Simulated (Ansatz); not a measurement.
Z-matrix (Å, degrees):
```
C
C 1 1.529
H 1 1.092 2 112.3
H 1 1.095 2 111.4 3 120.2
H 1 1.097 2 111.0 3 -120.8
C 2 1.529 1 111.6 3 178.5
Al 2 1.955 1 112.8 3 -53.4
H 2 1.101 1 107.4 3 61.1
H 6 1.092 2 112.3 1 -178.5
H 6 1.097 2 111.0 1 -57.7
H 6 1.095 2 111.4 1 61.3
O 7 1.699 2 118.7 1 26.5
O 7 1.699 2 118.6 1 -154.6
H 12 0.955 7 125.6 2 178.4
H 13 0.955 7 125.7 2 -178.4
```

The species carries charge 0 and has multiplicity 1.

**Question.** List the PBE/def2-TZVPP orbital energies in eV (Ansatz 0.2.0). (Best estimate.)

**Answer.** The calculation gave: Occupied: -1505.96, -509.63, -509.63, -268.54, -268.47, -268.47, -106.28, -68.38, -68.21, -68.12, -24.10, -23.87, -19.05, -16.60, -13.87, -12.38, -11.83, -10.75, -10.29, -9.55, -9.01, -8.43, -7.97, -7.94, -7.61, -7.25, -7.16, -6.16. Lowest empty: -0.97, -0.38, 0.67, 0.70, 1.41, 1.88, 1.88, 2.58.
